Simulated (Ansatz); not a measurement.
`CC(C)(C)[O][AlH2]` + `C[NH][AlH2]` → `C[N](C)[AlH2]` + `CC(C)[O][AlH2]`  (substitution at a C–C bond)

Gas-phase electronic energies from Ansatz, PBE0-D4/def2-TZVP geometries. CCSD(T)/CBS adds triple-zeta CCSD(T) − MP2 to the extrapolated MP2 energy (def2 sets, frozen cores). This one scheme is used for every species. Functionals use def2-TZVPP. One conformer a species, not always the lowest.

(1) Is it downhill or uphill in electronic energy at CCSD(T)/CBS, and by how much? (Best estimate.)

(2) What do these levels give: r2SCANh-D4, ωB97M-V, r2SCAN, RPA@PBE/def2-TZVPP, HF/def2-SVP, MP2/CBS(def2)? (An estimate is asked.)

Largest T1 diagnostic among the species: 0.012.

## Answers

(1) Ansatz gave: Uphill: ΔE = +10.9 kcal/mol.

(2) Computed: r2SCANh-D4 10.0, ωB97M-V 10.5, r2SCAN 9.8, RPA@PBE/def2-TZVPP 10.0, HF/def2-SVP 8.2, MP2/CBS(def2) 11.4 kcal/mol.

From BLYP to BHLYP (50 % exact exchange), in def2-TZVPP and without D4, ΔE moves by +1.5 kcal/mol. At CCSD(T), def2-SVP lies −1.0 kcal/mol from the extrapolated value and def2-TZVPP −0.4 kcal/mol.
